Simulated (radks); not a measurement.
The numbers below are computed, except where a source is named.
The mean radii <r> (bohr) of the occupied orbitals of an atom or ion are listed with their occupations. Level of theory: Dirac Kohn-Sham, PBE, spin-unpolarised, spherical densities, finite nucleus; Fermi nuclear charge, rms radius of each element as measured or else 0.836 A^(1/3) + 0.57 fm (a radial shooting solver on a logarithmic mesh with Libxc functionals).

orbital  occ.      <r>
1s1/2       2  0.01804
2s1/2       2  0.07559
2p1/2       2  0.06246
2p3/2       4  0.07054
3s1/2       2   0.1969
3p1/2       2   0.1870
3p3/2       4   0.2019
3d3/2       4   0.1765
3d5/2       6   0.1811
4s1/2       2   0.4405
4p1/2       2   0.4450
4p3/2       4   0.4784
4d3/2       4   0.4934
4d5/2       6   0.5048
5s1/2       2    1.038
5p1/2       2    1.138
5p3/2       4    1.239
4f5/2       6   0.5763
4f7/2       8   0.5851
5d3/2       4    1.757
5d5/2       1    1.815

Name the element and its charge. Open shells, if any, fill j = l - 1/2 first.

Answer. Z = 75, rhenium, charge +2: Re2+ in [Xe] 4f14 5d5. The 1s radius gives Z: for a bare nucleus <r> = (2 gamma + 1)/(2Z) with gamma = sqrt(1 - (Z/c)^2), 0.01783 bohr for Z = 75, and screening makes it slightly larger (0.01804 here). The occupations add up to 73, and the charge is Z minus that.
